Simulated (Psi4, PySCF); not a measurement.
C3H8F2GaN, singlet, at a GFN2-xTB geometry (such geometries of metal compounds can be far from the true shape) (in this run its highest filled SCF level lies above zero, so its values depend strongly on the basis, on diffuse functions most of all), atoms displaced at random by about 0.03 Å a coordinate. Base run: R2SCAN/STO-3G, gradient in PySCF.

PySCF was given this input:
```python
from pyscf import gto, scf, dft

mol = gto.Mole()
mol.atom = '''
    Ga    0.34114356    0.12419329    0.92267491
    F    -0.11397105   -1.40210063    1.68840619
    F     0.97449346    1.31881198    1.98634621
    N    -0.01451714    0.72791333   -0.82707586
    C    -0.25371828   -0.03848713   -1.98886219
    C    -0.65838413   -1.43323712   -1.54439381
    C    -1.31197614    0.60063300   -2.80849743
    H     0.55664034    1.53373663   -1.03062944
    H     0.73266913   -0.17336319   -2.60304711
    H    -0.89989305   -2.06943125   -2.39849373
    H     0.16573514   -1.94578552   -1.03636433
    H    -1.49265645   -1.35692896   -0.89004088
    H    -1.58872954    0.05578546   -3.70568557
    H    -2.25862848    0.63270237   -2.20125931
    H    -0.99783497    1.60707063   -3.06740267
'''
mol.basis = 'sto-3g'
mol.verbose = 4
mol.build()

mf = dft.RKS(mol)
mf.xc = 'r2scan'
mf.kernel()
g = mf.nuc_grad_method()
grad = g.kernel()
```

Programs used: Psi4, PySCF; a row that names a program was run with it.

The coordinate followed is z of atom 2.

Each row names what was changed in the base input (with any setting that the change needs).

| change | dE/dx (Eh/bohr) | net force (Eh/bohr) |
|---|---|---|
| base | 0.018572 | 0.005478 |
| finite difference step (bohr) = 0.01; conv_tol = 1e-11 | 0.020557 | - |
| code = psi4 | 0.022213 | 0.003628 |
| grids.level = 5; grid_response = on | 0.020534 | 0.000000 |
| grids.level = 0; grid_response = off | -0.012164 | 0.072492 |
| grid_response = on | 0.020557 | 0.000000 |
| grids.level = 5; grid_response = off | 0.021000 | 0.001043 |
| finite difference step (bohr) = 0.2; conv_tol = 1e-11 | 0.020680 | - |
| finite difference step (bohr) = 0.05; conv_tol = 1e-11 | 0.020567 | - |
| grids.level = 1; grid_response = off | 0.018724 | 0.001907 |
| conv_tol = 1e-6 | 0.018573 | 0.005478 |
| finite difference step (bohr) = 1e-3; conv_tol = 1e-11 | 0.020557 | - |

The net force is zero for an exact gradient.
